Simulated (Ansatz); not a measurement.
Computed with Ansatz on PBE0-D4/def2-TZVP structures; ΔE is electronic, products minus reactants. CBS: MP2 limit from def2 TZ/QZ plus the TZ coupled-cluster correction, frozen cores. This one scheme is used for every species. DFT in def2-TZVPP. HSE06 is defined as in plane-wave codes. Elements past krypton have def2 core potentials. For Br, In outer-core shells are correlated without core-valence functions, which leaves a few kJ/mol of doubt a bond. Scalar relativity is left out up to krypton.

Reaction (ligand exchange at the In–C bond): `[CH3][In]([Cl])[C]#N` + HBr → `[CH3][In]([Cl])[Br]` + `C#N`

`[CH3][In]([Cl])[C]#N`:

```xyz
8

C     0.396    1.070    0.991
In    0.076   -0.216   -0.665
Cl    1.033    0.198   -2.738
C    -1.094   -1.980   -0.720
N    -1.743   -2.933   -0.694
H    -0.545    1.557    1.251
H     1.140    1.819    0.730
H     0.736    0.484    1.845
```

HBr:

Cartesian coordinates in Å:
```
Br 0.297 -0.566 -0.309
H -0.297 0.566 0.309
```

`[CH3][In]([Cl])[Br]`:

Cartesian coordinates in Å:
```
C 0.952 -0.343 -0.532
In -0.821 0.277 0.467
Cl -2.527 -1.188 1.059
Br -1.333 2.594 1.126
H 1.752 0.364 -0.319
H 1.222 -1.342 -0.196
H 0.756 -0.362 -1.605
```

`C#N`:

```xyz
3

C    -0.006   -0.005    0.025
N     0.246    0.222   -1.070
H    -0.240   -0.217    1.045
```

```tsv
level	ΔE (kcal/mol)	difference from CCSD(T)/CBS
LDA (SPW92)	-23.8	0.6
PBE-D4	-24.3	0.1
BLYP-D4	-24.4	0.0
PBE0-D4	-24.8	-0.4
HSE06-D4	-24.9	-0.5
HSE06	-24.7	-0.3
CAM-B3LYP	-23.7	0.7
HF/def2-SVP	-26.1	-1.7
MP2/def2-QZVPP	-24.4	0.0
CCSD/CBS(def2)	-24.8	-0.4
CCSD(T)/CBS	-24.4	0
```

Largest T1 diagnostic among the species: 0.014.

In def2-TZVPP, CCSD(T) changes the Hartree–Fock value by +3.9 kcal/mol (the triples alone add +0.4 kcal/mol) and MP2 by +2.9 kcal/mol. At CCSD(T), def2-SVP lies +0.9 kcal/mol from the extrapolated value and def2-TZVPP +2.2 kcal/mol. From BLYP to BHLYP (50 % exact exchange), in def2-TZVPP and without D4, ΔE moves by −1.0 kcal/mol.
